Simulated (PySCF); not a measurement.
Species: C7H12BN.
Atom-mapped SMILES: `[CH3:1][C:2]#[C:3][B@@H-:4]([CH2:5][CH3:6])[N+:7]#[C:8][CH3:9]` (hydrogens: H10, H11, H12 on C1; H13 on B4; H14, H15 on C5; H16, H17, H18 on C6; H19, H20, H21 on C9)

Torsions of this conformer, `[CH3:1][C:2]#[C:3][B@@H-:4]([CH2:5][CH3:6])[N+:7]#[C:8][CH3:9]`: C3–B4–C5–C6 180°.

The closed-shell ground state was solved at several levels (PySCF, density fitting, gas phase, non-relativistic). Isolated species at its PBE0-D3(BJ)/def2-SVP geometry (one conformer only).

```csv
level,basis functions,HOMO (eV),LUMO (eV),gap (eV),dipole (D)
PBE0/def2-SVPD,276,-6.13,-0.63,5.50,7.17
PBE0/pcSseg-1,213,-6.10,-0.58,5.52,7.28
```

Estimate the row for CAM-B3LYP/pcSseg-1, a basis of 213 functions; the other rows only guide the guess.

HOMO -7.39 eV, LUMO 0.55 eV, gap 7.94 eV, dipole 7.46 D.

Over all these levels, which gives the widest orbital gap and which the narrowest?

CAM-B3LYP/pcSseg-1 (range-separated hybrid) has the widest, 7.94 eV, and PBE0/def2-SVPD (global hybrid, 25 % exact exchange) the narrowest, 5.50 eV. Functional and basis both differ between the two, so the spread mixes both effects.

How far do the dipole and the HOMO energy spread over the levels?

The dipole runs from 7.17 to 7.46 D (mean 7.30 D) and the HOMO from -7.39 to -6.10 eV.
